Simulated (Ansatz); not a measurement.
Cost and result up the ladder for trans-PtH2(PF3)2 (P₂PtH₂F₆) (11 atoms). Charge 0, multiplicity 1. Geometry: PBE-D4/def2-SVP.

```xyz
11

F    -2.1558    0.7342    2.3275
F    -1.5806   -1.6136    2.4495
F    -3.0770   -0.8522    0.7101
F     3.0262    0.9727   -0.6947
F     1.5480    1.5325   -2.5278
F     2.2564   -0.7604   -2.2389
P    -1.6841   -0.4465    1.3679
P     1.6832    0.4450   -1.3695
Pt   -0.0052   -0.0034   -0.0075
H    -1.0205    1.1381   -0.6574
H     1.0094   -1.1465    0.6408
```

Ansatz on 4 threads of Intel Xeon Platinum 8488C on a shared host. Times are rough, and most runs start from the orbitals of an earlier one. PBE0-D4/def2-TZVP serves as the yardstick here, not as an exact answer. Differences are given only for rows in sets of like size (and for xTB, whose basis is part of the method), since another set adds its own error. Binding counts from free atoms at the same level (F doublet, P quartet, Pt triplet, H doublet; other spins of the atoms weren't run), without zero-point energy or a counterpoise term.

In the def2 sets Pt takes a core potential; there is no spin–orbit coupling. LC-ωPBE has ω = 0.4 bohr⁻¹. Correlated methods freeze 16 core orbitals; core or outer-core shells of Pt are correlated, in sets that lack core-valence functions. No other spin state of charge 0 was run. Another isomer (singlet) lies 0.27 eV lower at PBE0-D4/def2-TZVP; other spin states weren't run for this one.

Correlated methods converge slowly with the basis.

| level | functions | binding energy per atom (eV) | difference from PBE0-D4/def2-TZVP (eV) |
| --- | --- | --- | --- |
| HF/def2-TZVP | 312 | 2.34 | -1.36 |
| PBE0-D4/def2-SVP | 162 | 3.55 | – |
| LDA (SPW92)/def2-TZVP | 312 | 4.60 | 0.90 |
| PBE-D4/def2-TZVP (with forces) | 312 | 3.91 | 0.20 |
| r2SCAN-D4/def2-TZVP | 312 | 3.81 | 0.10 |
| PBE0-D4/def2-TZVP | 312 | 3.70 | 0.00 |
| MP2/def2-TZVP | 312 | 3.85 | 0.14 |
| PBE-D4/def2-SVP | 162 | 3.79 | – |
| LC-ωPBE/def2-TZVP | 312 | 3.73 | 0.03 |

(1) Estimate how long each takes.

Answers

(1) PBE-D4/def2-SVP 1.2 s; LDA (SPW92)/def2-TZVP 1.6 s; PBE0-D4/def2-SVP 2.2 s; PBE-D4/def2-TZVP (with forces) 3.1 s; LC-ωPBE/def2-TZVP 3.7 s; r2SCAN-D4/def2-TZVP 4.4 s; HF/def2-TZVP 4.5 s; PBE0-D4/def2-TZVP 5.5 s; MP2/def2-TZVP 7 s. On shared hardware such times vary by a factor of up to 3.
